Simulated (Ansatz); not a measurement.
Stepwise reaction of `[CH3][Ti]([CH3])([CH3])[CH3]` with hydrogen fluoride, as a gas-phase model of exchange steps in deposition or etching. ΔE in kJ/mol.

Gas-phase electronic energies from Ansatz, PBE0-D4/def2-TZVP geometries. CCSD(T)/CBS is the MP2 limit (def2-TZVPP, def2-QZVPP) plus CCSD(T) − MP2 in def2-TZVPP, frozen cores. This one scheme is used for every species. Functionals use def2-TZVPP. B3LYP here is the variant with VWN-RPA as its local correlation; programs differ in this. For Ti outer-core shells are correlated without core-valence functions, which leaves a few kJ/mol of doubt a bond. Scalar relativity is left out up to krypton.

```
step                                                                   reaction  PBE-D4  B3LYP-D4  ωB97M-V  CCSD(T)/CBS
   1  `[CH3][Ti]([CH3])([CH3])[CH3]` + H–F → `[CH3][Ti]([CH3])([CH3])[F]` + CH₄  -241.1    -244.9   -242.9       -232.3
   2      `[CH3][Ti]([CH3])([CH3])[F]` + H–F → `[CH3][Ti]([CH3])([F])[F]` + CH₄  -231.8    -234.3   -231.3       -220.8
   3          `[CH3][Ti]([CH3])([F])[F]` + H–F → `[CH3][Ti]([F])([F])[F]` + CH₄  -218.0    -218.2   -214.1       -202.8
```

Task: Give the row of step 4, `[CH3][Ti]([F])([F])[F]` + H–F → `[F][Ti]([F])([F])[F]` + CH₄. (Estimate.)

Result: Ansatz gave: 
```
step                                                       reaction  PBE-D4  B3LYP-D4  ωB97M-V  CCSD(T)/CBS
   4  `[CH3][Ti]([F])([F])[F]` + H–F → `[F][Ti]([F])([F])[F]` + CH₄  -199.1    -196.4   -191.6       -176.5
```

Task: By hand: ΔE of the 4 steps together at CCSD(T)/CBS.

Result: (-232.3) + (-220.8) + (-202.8) + (-176.5) = -832.4 kJ/mol, or -208.1 kJ/mol a step.

In ΔE each step is higher than the one before. All are downhill at CCSD(T)/CBS. PBE-D4 differs from CCSD(T)/CBS by -22.6 to -8.8 kJ/mol a step. Isolated molecules leave out the surface, adducts and barriers. Largest T1 diagnostic: 0.023.
